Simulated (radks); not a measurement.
Excited configurations of Gd X: one electron is placed in a higher orbital outside [Kr] 4d10 4f5 5s2 5p1. The ground configuration is [Kr] 4d10 4f5 5s2 5p2. Calculated with a radial shooting solver on a logarithmic mesh with Libxc functionals: scalar-relativistic Kohn-Sham, r2SCAN, spin-unpolarised, spherical densities, finite nucleus; meta-GGA in the generalised Kohn-Sham scheme; Fermi nuclear charge, rms radius 5.1569 fm. Excitation = E - E(ground); binding = E(ion) - E, where the ion is the core of charge +10; n* = 10/sqrt(2 binding) in atomic units. These energies are relativistic, and a one-electron ion of charge +10 with no core already has n* below n in this formula (scalar-relativistic equation, point nucleus: 5d 4.999, 5f 5.000, 6s 5.998, 6p 5.999, 6d 5.999, 6f 6.000, 7s 6.998, 7p 6.999, 7d 6.999, 7f 7.000).

[
 {"outer orbital": "5d", "excitation (eV)": "39.273", "binding (eV)": "116.50", "n*": "3.417", "eigenvalue (eV)": "-109.52", "<r> (bohr)": "1.536"},
 {"outer orbital": "5f", "excitation (eV)": "77.638", "binding (eV)": "78.135", "n*": "4.173", "eigenvalue (eV)": "-73.047", "<r> (bohr)": "2.002"},
 {"outer orbital": "6s", "excitation (eV)": "61.661", "binding (eV)": "94.111", "n*": "3.802", "eigenvalue (eV)": "-90.093", "<r> (bohr)": "2.214"},
 {"outer orbital": "6p", "excitation (eV)": "72.695", "binding (eV)": "83.077", "n*": "4.047", "eigenvalue (eV)": "-79.307", "<r> (bohr)": "2.416"},
 {"outer orbital": "6d", "excitation (eV)": "88.318", "binding (eV)": "67.455", "n*": "4.491", "eigenvalue (eV)": "-64.067", "<r> (bohr)": "2.794"},
 {"outer orbital": "6f", "excitation (eV)": "105.10", "binding (eV)": "50.673", "n*": "5.182", "eigenvalue (eV)": "-47.873", "<r> (bohr)": "3.438"},
 {"outer orbital": "7s", "excitation (eV)": "97.101", "binding (eV)": "58.671", "n*": "4.816", "eigenvalue (eV)": "-56.185", "<r> (bohr)": "3.517"},
 {"outer orbital": "7p", "excitation (eV)": "102.83", "binding (eV)": "52.940", "n*": "5.070", "eigenvalue (eV)": "-50.708", "<r> (bohr)": "3.799"},
 {"outer orbital": "7d", "excitation (eV)": "111.07", "binding (eV)": "44.705", "n*": "5.517", "eigenvalue (eV)": "-42.643", "<r> (bohr)": "4.317"},
 {"outer orbital": "7f", "excitation (eV)": "120.18", "binding (eV)": "35.595", "n*": "6.183", "eigenvalue (eV)": "-33.824", "<r> (bohr)": "5.154"}
]

The Delta-SCF ionisation energy is 155.77 eV (NIST Atomic Spectra Database: 165 eV, theoretical). Self-interaction in the functional shifts the binding energies and quantum defects, so they are the method's values and not measured ones. Spin polarisation and multiplet splitting are left out, so open shells lie too high by an amount that depends on their filling. Spin-orbit splitting is averaged out at the scalar-relativistic level.

Beside tabulated values, note that spin-unpolarised runs miss the spin-polarisation part of the exchange energy of open shells.
